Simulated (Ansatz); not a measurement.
Reaction (ligand exchange at the Si–S bond): `O[SiH2]S[SiH2][SiH3]` + `C=C[SiH2]N` → `C=C[SiH2]N[SiH2]O` + `[SiH3][SiH2]S`

Isolated molecules relaxed with PBE0-D4/def2-TZVP in Ansatz; ΔE leaves out vibrations. CBS: MP2 limit from def2 TZ/QZ plus the TZ coupled-cluster correction, frozen cores. DFT in def2-TZVPP. B3LYP here is the variant with VWN-RPA as its local correlation; programs differ in this. One conformer a species, not always the lowest.

`O[SiH2]S[SiH2][SiH3]`:

Cartesian coordinates in Å:
```
O -1.910 -0.335 -2.516
Si -0.458 -0.773 -1.894
S 0.796 0.889 -1.416
Si 0.069 1.196 0.580
Si 1.185 -0.196 2.091
H -2.469 0.241 -1.991
H 0.216 -1.543 -2.959
H -0.630 -1.575 -0.654
H -1.402 0.952 0.616
H 0.303 2.628 0.904
H 2.635 0.134 2.068
H 0.664 -0.001 3.472
H 1.003 -1.618 1.700
```

`C=C[SiH2]N`:

Cartesian coordinates in Å:
```
C -0.260 1.588 -0.757
C 0.743 0.721 -0.652
Si 0.600 -0.895 0.266
N -0.936 -1.191 0.970
H -0.167 2.529 -1.293
H -1.227 1.388 -0.303
H 1.692 0.974 -1.127
H 1.613 -0.910 1.355
H 0.889 -2.003 -0.686
H -1.724 -1.474 0.412
H -1.224 -0.728 1.815
```

`C=C[SiH2]N[SiH2]O`:

Cartesian coordinates in Å:
```
C 1.643 1.794 -0.083
C 0.678 1.308 -0.863
Si -1.019 0.885 -0.218
N -1.337 -0.813 -0.294
Si -0.537 -2.043 0.608
O 0.941 -1.486 1.058
H 2.632 2.039 -0.461
H 1.479 1.972 0.977
H 0.902 1.150 -1.918
H -1.072 1.378 1.184
H -2.057 1.557 -1.044
H -2.004 -1.113 -0.989
H -1.200 -2.385 1.890
H -0.484 -3.260 -0.251
H 1.435 -0.984 0.405
```

`[SiH3][SiH2]S`:

```xyz
9

Si    0.940    0.407    1.164
Si   -0.214   -0.518   -0.647
S    -1.918    0.740   -0.975
H     1.358    1.798    0.845
H     2.150   -0.410    1.450
H     0.069    0.424    2.368
H     0.653   -0.560   -1.855
H    -0.637   -1.912   -0.342
H    -2.402    0.030   -2.008
```

```tsv
level	ΔE (kJ/mol)	difference from CCSD(T)/CBS
PBE-D4	8.7	10.6
r2SCAN-D4	2.3	4.2
PBE0-D4	5.6	7.5
ωB97X-V	-2.2	-0.3
B2PLYP	-3.3	-1.4
PBE	8.7	10.6
r2SCAN	2.5	4.4
PBE0	5.6	7.5
B3LYP	-2.7	-0.8
HF/def2-TZVPP	-11.6	-9.7
CCSD(T)/def2-TZVPP	-5.6	-3.7
HF/def2-QZVPP	-12.4	-10.5
MP2/def2-QZVPP	-0.4	1.5
SCS-MP2/def2-QZVPP	-4.3	-2.4
MP2/CBS(def2)	1.5	3.4
CCSD/CBS(def2)	-3.9	-2.0
CCSD(T)/CBS	-1.9	0
```

Largest T1 diagnostic among the species: 0.012.

From PBE to PBE0 (25 % exact exchange), in def2-TZVPP and without D4, ΔE moves by −3.1 kJ/mol. In def2-TZVPP, CCSD(T) changes the Hartree–Fock value by +6.0 kJ/mol (the triples alone add +2.0 kJ/mol) and MP2 by +9.3 kJ/mol.
